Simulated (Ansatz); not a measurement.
The pair A = H2O (SMILES O) (first 3 atoms), B = PH3 (SMILES P); geometry from B3LYP-D3(BJ)/def2-TZVP.
(charge 0, multiplicity 1):
```csv
atom,x (Å),y (Å),z (Å)
O,0.2632,-0.0779,-0.5425
H,0.1242,0.0001,0.4118
H,1.1449,0.2748,-0.6984
P,-0.4624,0.1411,2.9231
H,0.1734,-0.5760,3.9656
H,-0.5898,1.3364,3.6715
H,-1.7599,-0.3281,3.2395
```

Correlated levels freeze the cores.

Codes used: Ansatz (Gaussian basis) for Hartree–Fock, density functionals and correlated methods. Values without a source in brackets are computed.

Total energies (hartree), monomers frozen at their geometry in the pair:

| structure | HF/aug-cc-pV(D+d)Z | PBE/def2-TZVPPD | MP2/aug-cc-pV(D+d)Z |
|---|---|---|---|
| AB | -418.5202034 | -419.3720253 | -418.8848933 |
| A in the pair's basis | -76.0409605 | -76.3836170 | -76.2612291 |
| B in the pair's basis | -342.4778175 | -342.9839087 | -342.6203874 |
| A | -76.0408797 | -76.3835941 | -76.2608555 |
| B | -342.4777392 | -342.9838242 | -342.6195641 |

Work out the interaction energy without and with the counterpoise correction, and the superposition error, for each level.


E(AB) − E(A) − E(B), times 627.509 kcal/mol, with the monomers in their own basis and then in the pair's basis:
- HF/aug-cc-pV(D+d)Z: -0.99 uncorrected, -0.89 corrected; the monomers gain 0.10 kcal/mol from borrowed functions
- PBE/def2-TZVPPD: -2.89 uncorrected, -2.82 corrected; the monomers gain 0.07 kcal/mol from borrowed functions
- MP2/aug-cc-pV(D+d)Z: -2.81 uncorrected, -2.06 corrected; the monomers gain 0.75 kcal/mol from borrowed functions

Ansatz is a program for electronic structure.
